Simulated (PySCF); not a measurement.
## Peak assignment

Numbering as in the mapped SMILES `[CH3:1][SiH2:2][c:3]1[cH:4][cH:5][c:6]([C:7](=[O:8])[OH:9])[o:10]1`; H(Xn) means a hydrogen on atom n.

How the numbers were obtained: GFN2-xTB structure, NMR shieldings at PBE0/pcSseg-1/GIAO, in PySCF 2.14 (isolated molecule, relativity neglected, fast rotation and ring inversion assumed for equivalent nuclei, a single conformation).

Shifts are taken against calculated references (same method and geometry level): 13C (σ = 186.93 ppm), 1H (σ = 31.72 ppm) vs TMS.

(1) Assign these signals to the numbered atoms. 13C{1H} NMR (computed): δ 165.2 (C), 163.0 (C), 154.4 (C), 129.5 (CH), 129.0 (CH), -6.3 (CH3).

(2) Assign these signals to the numbered atoms. 1H NMR (600 MHz, computed): δ 7.79 (m, 1H), 7.12 (m, 1H), 6.17 (br s, 1H), 4.78 (q, 2H), 0.40 (t, 3H).

Results:

(1) 
165.2 → C3, substituted aromatic carbon next to the ring oxygen
163.0 → C7, carboxylic acid carbon: lone-pair donation from the attached heteroatom keeps it upfield of a ketone carbonyl
154.4 → C6, substituted aromatic carbon next to the ring oxygen
129.5 → C5, aromatic CH: the aromatic region
129.0 → C4, aromatic CH
-6.3 → C1, methyl carbon bonded to Si: an electropositive neighbour leaves it electron-rich and shielded

C5 and C4 lie closer than the usual error of such a calculation, so a measured spectrum could show them in the other order.

(2) 
```tsv
δ (ppm)	atoms	environment	reason
7.79	H(C5)	hydrogen on an aromatic CH	ring current plus the deshielding of an ortho carbonyl group
7.12	H(C4)	hydrogen on an aromatic CH	–
6.17	H(O9)	hydrogen on an acid hydroxyl oxygen	exchangeable, gas-phase position
4.78	H(Si2)	hydrogen on a silicon bonded to 2 C	–
0.40	H(C1)	hydrogen on a methyl carbon bonded to Si	an electropositive neighbour shields it, as in TMS itself
```

Exchangeable OH/NH protons stand at their gas-phase positions; hydrogen bonding in a real sample shifts them, mostly to higher δ. Shifts are as computed. Against solution values, carbons near 30 ppm lie about +3 ppm off and those near 130 ppm about +5 ppm. Of 1211 compounds with measured shifts, 218 miss one by over three times the rms of a fit or turn the order of signals round; such compounds aren't used in these exercises. Hydrogen bonding in solution deshields acid and N–H amide carbonyl carbons by as much as 10 ppm beyond these values. Multiplicities follow the n + 1 count of equivalent neighbours, as no J values were calculated; m marks all less simple cases, F and P coupling included.
